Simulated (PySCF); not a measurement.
GeHO, SMILES [Ge]=[OH+] (connectivity only; charge and spin as stated), charge +1, multiplicity 1.

Coordinates come from a ωB97X-D3(BJ)/def2-TZVP optimisation. The isomer is the one that the SMILES or the coordinates give; other isomers of the formula were not compared.

Vertical ionisation energy (IE) and electron affinity (EA) in eV. Rows of orbital energies are one-electron estimates. Where ΔSCF, EOM or ADC give a negative EA the extra electron is unbound and the value depends on the basis.

| level | IE | EA |
|---|---|---|
| −ε(HOMO), −ε(LUMO), CAM-B3LYP/def2-TZVPD (PySCF) | 18.53 | 7.69 |
| −ε(HOMO), −ε(LUMO), ωB97X/def2-TZVPD (PySCF) | [?] | [?] |
| ADC(2)/aug-cc-pVDZ (PySCF) | 18.12 | 6.18 |

Question: Fill in the missing entries. (The exact figures need the calculation; the answer reports its results.)

Answer: 
- −ε(HOMO), −ε(LUMO), ωB97X/def2-TZVPD (PySCF), IE: 19.55
- −ε(HOMO), −ε(LUMO), ωB97X/def2-TZVPD (PySCF), EA: 6.58

Question: Beyond the first one, list the lowest photoelectron lines from ADC(2)/aug-cc-pVDZ in PySCF with their pole strengths (two spins summed). (Estimate from the structure and the level; the computed values follow.)

Answer: 19.49 eV (1.88), 25.58 eV (1.70).
